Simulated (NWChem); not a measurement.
## Ionisation of CHO₂

```
C
O 1 1.2335
O 1 1.2335 2 144.65
H 1 1.1800 2 107.67 3 180.00
```
Charge 0, spin multiplicity 2.

Everything below was run with NWChem. All single points use one geometry, from UPBE/def2-SVP, a minimum by its harmonic frequencies.

Basis set: def2-TZVP. The species with one electron less has spin multiplicity 3 and keeps the geometry of the parent. Δ marks differences of total energies (open shells unrestricted). −ε marks an orbital energy of the parent. That orbital need not have the symmetry of the hole or added electron in the Δ rows.

The correlated methods keep 3 core orbitals frozen. The structure started from a generated list of species. The unpaired electrons of the parent sit in orbitals of symmetry a1 (C2v labels of the run); other states weren't searched. No SCF solution was tested for a lower state.

**Question.** Order these methods by the first vertical ionisation energy they give, lowest first: G0W0@PBE, ΔB2PLYP, −ε(beta HOMO) of BLYP, −ε(beta HOMO) of PBE, G0W0@LDA (SVWN5).

**Answer.** −ε(beta HOMO) of BLYP (7.81 eV), −ε(beta HOMO) of PBE (7.90 eV), G0W0@PBE (11.34 eV), G0W0@LDA (SVWN5) (11.49 eV), ΔB2PLYP (12.13 eV)
